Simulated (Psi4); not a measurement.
BF₂ (SMILES F[B]F), doublet, geometry from GFN2-xTB; TPSS/pcseg-1 in Psi4.

Psi4 was given this input:
```
memory 2 GB

molecule {
0 2
B    -0.00140670    0.56005390    0.03773480
F     1.10620118   -0.15288980   -0.00904578
F    -1.10541968   -0.15825125   -0.01191800
}

set {
  basis pcseg-1
  reference uks
  basis_guess sto-3g
}

energy('tpss')
print_variables()
```

Problem. Write the output that Psi4 gives for this input, abridged.

Solution. 
```
  //>>>>>>>>>>>>>>>>>>>>>>>>>>>>>>>>>>>//
  //      Guess SCF, STO-3G Basis      //
  //<<<<<<<<<<<<<<<<<<<<<<<<<<<<<<<<<<<//

   => Loading Basis Set <=

    Name: STO-3G
    Role: ORBITAL
    Keyword: BASIS

         ---------------------------------------------------------
                           SCF Castup computation
         ---------------------------------------------------------
                                   SCF
               by Justin Turney, Rob Parrish, Andy Simmonett
                          and Daniel G. A. Smith
                              UKS Reference
         ---------------------------------------------------------

  ==> Geometry <==

    Molecular point group: cs
    Full point group: Cs

    Geometry (in Angstrom), charge = 0, multiplicity = 2:

       Center              X                  Y                   Z               Mass
    ------------   -----------------  -----------------  -----------------  -----------------
         B            0.556116206082     0.001393650730     0.000000000000    11.009305360000
         F           -0.158359523258    -1.106214939908     0.000000000000    18.998403162730
         F           -0.163901936084     1.105407339063     0.000000000000    18.998403162730

  Running in cs symmetry.

  Rotational constants: A =      3.83884  B =      0.36281  C =      0.33149 [cm^-1]
  Rotational constants: A = 115085.41851  B =  10876.90801  C =   9937.68173 [MHz]
  Nuclear repulsion =   55.514366623200360

  Charge       = 0
  Multiplicity = 2
  Electrons    = 23
  Nalpha       = 12
  Nbeta        = 11

  ==> Algorithm <==

  SCF Algorithm Type is DF.
  DIIS enabled.
  MOM disabled.
  Fractional occupation disabled.
  Guess Type is SAD.
  Energy threshold   = 1.00e-06
  Density threshold  = 1.00e-06
  Integral threshold = 1.00e-12

  ==> Primary Basis <==

  Basis Set: STO-3G
    Blend: STO-3G
    Number of shells: 9
    Number of basis functions: 15
    Number of Cartesian functions: 15
    Spherical Harmonics?: true
    Max angular momentum: 1

  ==> DFT Potential <==

   => LibXC <=

    Version 7.1.2
    S. Lehtola, C. Steigemann, M. J. T. Oliveira, and M. A. L. Marques,  SoftwareX 7, 1–5 (2018) (10.1016/j.softx.2017.11.002)

   => Composite Functional: TPSS <=

    TPSS Meta-GGA XC Functional

    J. Tao, et al., Phys. Rev. Lett., 91, 146401, 2003

    Deriv               =              1
    GGA                 =           TRUE
    Meta                =           TRUE

    Exchange Hybrid     =          FALSE
    MP2 Hybrid          =          FALSE

   => Exchange Functionals <=

    1.0000   XC_MGGA_X_TPSS

   => Correlation Functionals <=

    1.0000   XC_MGGA_C_TPSS

   => LibXC Density Thresholds  <==

    XC_MGGA_C_TPSS:  1.00E-15
    XC_MGGA_X_TPSS:  1.00E-15

   => Molecular Quadrature <=

    Radial Scheme          =       TREUTLER
    Pruning Scheme         =           NONE
    Nuclear Scheme         =       TREUTLER

    Blocking Scheme        =         OCTREE
    BS radius alpha        =              1
    Pruning alpha          =              1
    Radial Points          =             75
    Spherical Points       =            302
    Total Points           =          63959
    Total Blocks           =            542
    Max Points             =            256
    Max Functions          =             14
    Weights Tolerance      =       1.00E-15

   => Loading Basis Set <=

    Name: (STO-3G AUX)
    Role: JKFIT
    Keyword: DF_BASIS_SCF

  ==> Integral Setup <==

  SCF_SUBTYPE=INCORE selected. In-core MEM_DF algorithm will be used.
  Using in-core AOs.

  ==> MemDFJK: Density-Fitted J/K Matrices <==

    J tasked:                   Yes
    K tasked:                    No
    wK tasked:                   No
    Algorithm:                 Core
    Schwarz Cutoff:           1E-12
    Mask sparsity (%):       0.8889
    Fitting Condition:        1E-10

   => Auxiliary Basis Set <=

  Basis Set: (STO-3G AUX)
    Blend: DEF2-UNIVERSAL-JKFIT
[...]
  @DF-UKS Final Energy:  -221.38969906031113
    Total Energy =                       -221.3896990603111306
[...]
    Spherical Harmonics?: true
    Max angular momentum: 4

  Minimum eigenvalue in the overlap matrix is 4.0980492590E-02.
  Reciprocal condition number of the overlap matrix is 1.2521327722E-02.
    Using symmetric orthogonalization.

  ==> Pre-Iterations <==

  SCF Guess: Orbitals guess was supplied from a previous computation.

   -------------------------
    Irrep   Nso     Nmo
   -------------------------
     A'        30      30
     A"        12      12
   -------------------------
    Total      42      42
   -------------------------

  ==> Iterations <==

                           Total Energy        Delta E     RMS |[F,P]|

   @DF-UKS iter   0:  -224.14509075204964   -2.24145e+02   3.28625e-02
   @DF-UKS iter   1:  -224.29271887313740   -1.47628e-01   2.78509e-02 ADIIS/DIIS
   @DF-UKS iter   2:  -223.97453036963182    3.18189e-01   4.08141e-02 ADIIS/DIIS
   @DF-UKS iter   3:  -224.53841047767094   -5.63880e-01   2.28970e-03 ADIIS/DIIS
   @DF-UKS iter   4:  -224.54045475464682   -2.04428e-03   4.68123e-04 ADIIS/DIIS
   @DF-UKS iter   5:  -224.54056038942255   -1.05635e-04   2.31238e-05 DIIS
   @DF-UKS iter   6:  -224.54056062896723   -2.39545e-07   5.51605e-06 DIIS
   @DF-UKS iter   7:  -224.54056064577600   -1.68088e-08   8.89280e-07 DIIS
  Energy and wave function converged.

  ==> Post-Iterations <==

   Electrons on quadrature grid:
      Nalpha   =   11.9999959937 ; deviation = -4.006e-06
      Nbeta    =   10.9999963764 ; deviation = -3.624e-06
      Ntotal   =   22.9999923701 ; deviation = -7.630e-06

   @Spin Contamination Metric:   1.963517012E-03
   @S^2 Expected:                7.500000000E-01
   @S^2 Observed:                7.519635170E-01
   @S   Expected:                5.000000000E-01
   @S   Observed:                5.000000000E-01

    Orbital Energies [Eh]
    ---------------------

    Alpha Occupied:

[...]
    Alpha Virtual:

[...]
    Beta Occupied:

[...]
    Beta Virtual:

[...]
      30Ap     3.429968

    Final Occupation by Irrep:
             Ap   App
    DOCC [     9,    2 ]
    SOCC [     1,    0 ]
    NA   [    10,    2 ]
    NB   [     9,    2 ]

  @DF-UKS Final Energy:  -224.54056064577600

   => Energetics <=

    Nuclear Repulsion Energy =             55.5143666232003596
    One-Electron Energy =                -421.4387343229689691
    Two-Electron Energy =                 166.3877853231927588
    DFT Exchange-Correlation Energy =     -25.0039782692001751
    Empirical Dispersion Energy =           0.0000000000000000
    VV10 Nonlocal Energy =                  0.0000000000000000
    Total Energy =                       -224.5405606457759973

  UHF NO Occupations:
  HONO-2 :    9 Ap 1.9996844
  HONO-1 :    2App 1.9993909
  HONO-0 :   10 Ap 1.0000000
  LUNO+0 :    3App 0.0006091
  LUNO+1 :   11 Ap 0.0003156
  LUNO+2 :   12 Ap 0.0000432
  LUNO+3 :   13 Ap 0.0000051

Computation Completed

Properties will be evaluated at   0.000000,   0.000000,   0.000000 [a0]

Properties computed using the SCF density matrix

 Multipole Moments:

 ------------------------------------------------------------------------------------
     Multipole            Electronic (a.u.)      Nuclear  (a.u.)        Total (a.u.)
 ------------------------------------------------------------------------------------

 L = 1.  Multiply by 2.5417464519 to convert [e a0] to [Debye]
 Dipole X            :          0.4341452           -0.2263365            0.2078087
 Dipole Y            :          0.0010877           -0.0005672            0.0005205
 Dipole Z            :          0.0000000            0.0000000            0.0000000
 Magnitude           :                                                    0.2078094

 ------------------------------------------------------------------------------------

  Variable Map:
  ----------------------------------------------------------------------------
[...]
  Array Variable Map:
  ----------------------------------------------------------------------------
[...]
[...]
```
